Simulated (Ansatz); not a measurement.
## Ansatz (development build ahead of 0.2.0) run

```yaml
crystal:
  periodic: [false, false, false]
  atoms:
    - { symbol: Ti, position_ang: [0.0, 0.0, 0.0] }
    - { symbol: Ti, position_ang: [0.0, 0.0, 2.4] }
basis:
  gaussian: { orbitals: def2-SVP }
magnetization:
  spin_polarized: true
hamiltonian:
  xc: hf
scf:
  omitted_lower_state_checks: [stability, starts, atomic_configurations, cluster_reference, orbital_swaps, given_window_search, neighbouring_geometries, increment]
output:
  forces: true
```

The input is written out in the form of the current development build from the run's settings.

Results

```json
{"Converged": "yes", "Total energy": "-1696.45519 hartree", "Spin squared of the determinant": "3.223"}
```

Forces (eV/Å):
| atom | Fx | Fy | Fz |
| --- | --- | --- | --- |
| Ti1 | 0.000 | 0.000 | -2.973 |
| Ti2 | 0.000 | 0.000 | 2.973 |

Caution: another spin multiplicity may lie lower; the unrestricted determinant is a mixture of spin states; no wide search was run, a lower solution can exist.
